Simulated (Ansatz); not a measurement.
Predict a relaxed structure of (CuNH2)2 ring (Cu2N2H4), charge 0, singlet, at r2SCAN-D4/def2-SVP (Ansatz).


```xyz
8

Cu   -0.427    0.300   -0.980
N     1.339   -0.554   -0.753
Cu    0.427   -0.300    0.980
N    -1.339    0.554    0.753
H     2.193   -0.034   -0.966
H     1.504   -1.497   -1.114
H    -1.504    1.497    1.114
H    -2.194    0.034    0.966
```
Point group D2h (tolerance 0.1 Å). This is one stationary point.

The relaxation made no stability test and no search for a lower SCF solution.
